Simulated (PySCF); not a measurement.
Compound: C₂H₁₁BN₂.
SMILES with atom numbers: `[CH3:1][CH2:2][B@H-:3]([NH2:4])[NH3+:5]` (hydrogens: H6, H7, H8 on C1; H9, H10 on C2; H11 on B3; H12, H13 on N4; H14, H15, H16 on N5)

Method: PySCF 2.14.0, PBE0-D3(BJ)/def2-SVP geometry optimisation, gas phase; density fitting, grid level 1; the optimiser is geomeTRIC in internal coordinates, started from a GFN2-xTB structure with every atom displaced at random (about 0.01 Å).

Step 0: E = -5899.7152 eV
```
atom  x, y, z in Å  |  force x, y, z in eV/Å
C1      1.9789   -0.1203   -0.1772   -1.432   1.998  -0.012
C2      0.7499    0.5439    0.5089    0.330  -0.661  -0.552
B3     -0.6778    0.4174   -0.2922    1.265  -0.779   1.482
N4     -1.8205    0.8482    0.4814   -2.447   1.631  -0.119
N5     -0.9197   -1.2977   -0.4245   -0.031   1.079   1.230
H6      2.8832    0.1419    0.3381    0.952   0.001   0.422
H7      2.0556    0.2677   -1.2025    0.108  -0.091  -0.152
H8      1.8825   -1.1754   -0.2200    0.007  -1.596  -0.065
H9      0.6759    0.1404    1.5419   -0.144   0.000  -0.035
H10     0.9765    1.6082    0.6515   -0.042   0.262  -0.046
H11    -0.6516    0.7657   -1.4140    0.046   0.345  -1.298
H12    -1.6940    1.1310    1.4464    0.150   0.015  -0.016
H13    -2.5015    1.5171    0.0366    1.064  -1.077   0.654
H14    -0.2147   -1.7135   -0.9785    0.907  -0.856  -0.875
H15    -0.9066   -1.6741    0.5277   -0.042   0.008  -0.271
H16    -1.8354   -1.4027   -0.8128   -0.691  -0.278  -0.346
```

Task: Estimate the geometry and energy of step 1. (The exact step hangs on the optimiser's Hessian estimate; all steps are aligned on step 0, rigid shifts and turns removed.)

Result: E = -5899.8734 eV, largest force 1.335 eV/Å
```
atom  x, y, z in Å  |  force x, y, z in eV/Å
C1      1.9495   -0.0705   -0.1849   -0.078  -0.033   0.070
C2      0.7234    0.5033    0.5258    0.068   0.130  -0.070
B3     -0.6978    0.3331   -0.2387   -0.130   0.209   0.380
N4     -1.9478    0.8352    0.5001    1.016  -0.800  -0.331
N5     -0.9225   -1.2899   -0.4071    0.005  -0.178  -0.100
H6      2.8945    0.2195    0.3060    0.000  -0.129  -0.018
H7      1.9995    0.3006   -1.2212    0.013  -0.031  -0.045
H8      1.9367   -1.1811   -0.2340    0.040   0.187   0.015
H9      0.6731    0.1029    1.5605   -0.027  -0.025  -0.006
H10     0.8872    1.5901    0.6597   -0.059  -0.052  -0.002
H11    -0.6573    0.7417   -1.4091   -0.001  -0.063   0.054
H12    -1.7100    1.1453    1.4379   -0.035   0.024   0.152
H13    -2.1825    1.6633   -0.0068   -0.655   0.790  -0.203
H14    -0.1970   -1.7343   -0.9802   -0.219   0.069   0.141
H15    -0.9240   -1.7150    0.5216    0.003  -0.082  -0.025
H16    -1.8439   -1.4466   -0.8187    0.058  -0.015  -0.013
```

The energy changes by -0.1582 eV. The first-order estimate −F·Δx gives -0.7819 eV and the mean of the old and new forces, exact on a quadratic surface, -0.2817 eV. The step makes an angle of 72° with the force vector and moves no atom by more than 0.354 Å.

The cost below is that of the whole optimisation. On an Arm Neoverse V1 with one thread, on a shared host, this took 69 s and 0.50 GiB of memory at its peak.
